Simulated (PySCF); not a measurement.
C2H4BF3, SMILES FCB(F)CF. Atoms are numbered in the order given.

```xyz
10

F     -0.5876    -2.2341     0.0000
C     -0.8345    -0.8747     0.0000
B      0.4692     0.0013     0.0000
F      1.6709    -0.5600     0.0000
C      0.3901     1.5753     0.0000
F     -0.9276     2.0187     0.0000
H     -1.4538    -0.6041     0.8790
H     -1.4538    -0.6041    -0.8790
H      0.9132     1.9883    -0.8850
H      0.9132     1.9883     0.8850
```

Geometry optimised at B3LYP-D3(BJ)/def2-SVP. The structure was generated by enumeration, and PubChem lists no compound with its InChIKey, so it may never have been made. One conformer was computed; it need not be the lowest.

Two levels are set side by side: PBE/pcSseg-1 (PySCF) and PBE0/pcSseg-1 (PySCF). GIAO shifts against BF3 (¹¹B), CFCl3 (¹⁹F), TMS (¹H), TMS (¹³C) at the same level; non-relativistic, no solvent, atoms listed together averaged. Differences are taken from unrounded values.

| quantity | PBE |
|---|---|
| δ(¹⁹F) of F1, F6 (ppm) | -332.3 |
| δ(¹¹B) of B3 (ppm) | 49.9 |
| δ(¹⁹F) of F4 (ppm) | -45.4 |

Task: These are the PBE values. What does PBE0 give? (The exact figures need the calculation; the answer reports its results.)

Result: 
```
quantity                  PBE0  PBE minus PBE0
----------------------  ------  --------------
δ(¹⁹F) of F1, F6 (ppm)  -309.9           -22.4
δ(¹¹B) of B3 (ppm)        48.3             1.5
δ(¹⁹F) of F4 (ppm)       -37.9            -7.5
```

Rough cost on one machine, each run with all the roots and properties that it gave: PBE0 against PBE within a factor of 2.
